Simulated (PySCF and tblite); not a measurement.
Values are calculated unless marked as measured or tabulated.
C6H6O2S, numbered as in [CH3:1][O:2][C:3](=[O:4])[c:5]1[cH:6][cH:7][s:8][cH:9]1. Geometries GFN2-xTB; weights from B3LYP-D3(BJ)/def2-SVP (IEF-PCM, water) energies and GFN2-xTB thermal corrections, with symmetry numbers and mirror pairs. Conformers within 2.5 kcal/mol (GFN2-xTB free energy) were kept, 4 at most. GIAO shieldings: KT3/pcSseg-1 (IEF-PCM, water). Shifts are against TMS (¹H), TMS (¹³C) at the same level. Codes: tblite and PySCF.

Torsions listed: C1–O2–C3–O4, O2–C3–C5–C6.

```csv
conformer,shape,point group,mirror pair,ΔE(DFT),Δ(G−E) at 298.15 K,δ H9 (ppm)
1,"0°, 180°",Cs,no,0.00,0.00,7.95
2,"0°, 0°",Cs,no,0.16,0.06,8.04
```

Energies in kcal/mol; the thermal term leaves out symmetry numbers and mirror images.

Problem. Work out the weights at 298.15 K and the ¹H shift of H9 under fast exchange.

Solution. RT = 0.592 kcal/mol. Each conformer gets RT ln(σ/g), with σ the rotational symmetry number and g = 2 for a mirror pair: 1: σ = 1, g = 1, G = 0.00 + 0.00 + 0.00 = 0.00, 0.00 above the lowest, exp(−ΔG/RT) = 1.000; 2: σ = 1, g = 1, G = 0.16 + 0.06 + 0.00 = 0.22, 0.22 above the lowest, exp(−ΔG/RT) = 0.691. The sum is 1.691, so the weights are 59.2, 40.8 %. The averaged shift is 7.98 ppm. At 298.15 K the leading conformer alone gives 7.95 ppm and bare DFT energies give 7.99 ppm.

The minima are those of GFN2-xTB; planar forms about aryl–S or allylic bonds may be saddles in DFT.


Conformer gaps in def2-SVP on xTB geometries can be 2 kcal/mol too large for S=O, P=O and other polar bonds.